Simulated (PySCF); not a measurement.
C8H10AlN.
Bonds: C1–C2, C2–N3 (triple), N3–Al4, Al4–C5, C5–C6 (aromatic), C6–C7 (aromatic), C7–C8 (aromatic), C8–C9 (aromatic), C9–C10 (aromatic), C5–C10 (aromatic). Hydrogens: H11, H12, H13 on C1; H14, H15 on Al4; H16 on C6; H17 on C7; H18 on C8; H19 on C9; H20 on C10.

Method: PySCF 2.14.0, PBE0-D3(BJ)/def2-SVP geometry optimisation, gas phase.

How far are the bound atoms from Al4?

4 atoms: H15 1.603 Å, H14 1.603 Å, C5 1.982 Å, N3 2.042 Å. The nearest atom not counted as bound is C6, at 2.97 Å (others tie with it).

List the angles at Al4.

```
      angle  degrees  distance of the outer atoms (Å)
H14–Al4–H15    119.5                             2.77
 C5–Al4–H15    116.6                             3.06
 C5–Al4–H14    116.5                             3.05
 N3–Al4–H15     99.5                             2.80
 N3–Al4–H14     99.1                             2.79
  N3–Al4–C5     98.7                             3.05
```

What is the shape at Al4?

Distorted tetrahedral: angles from 98.7° to 119.5°; τ4 = (360° − α − β)/141° = 0.88 with α and β the two widest (0 for a square, 1 for a tetrahedron).

What are the other bond lengths?

C1–C2 1.445 Å; C2≡N3 1.151 Å; C5–C6, C5–C10 1.407 Å; C6–C7, C9–C10 1.396 Å; C7–C8, C8–C9 1.394 Å. (A selection.)

Give some angles away from the centre.

C1–C2–N3 179.5°, C2–N3–Al4 175.2°, Al4–C5–C6 121.5°, C6–C5–C10 116.8°, C5–C6–C7 121.9°, C6–C7–C8 119.9°, C7–C8–C9 119.6°.

What are the rotational constants (commonest isotopes, rigid rotor)?

A = 1816, B = 576.6, C = 522.2 MHz: a near-prolate asymmetric top.

Point group: near Cs, missed by 0.20 Å at most; the miss may be what the optimiser left on a soft mode. Charge 0, singlet. Not checked by PBE0-D3(BJ)/def2-SVP frequencies.

Time: 10 min wall; peak memory 0.86 GiB. Hardware: an Arm Neoverse V1 with one thread (shared host). This is the geometry optimisation.

The values belong to the conformer `[CH3:1][C:2]#[N+:3][AlH2-:4][c:5]1[cH:6][cH:7][cH:8][cH:9][cH:10]1`: N3–Al4–C5–C6 -89°.
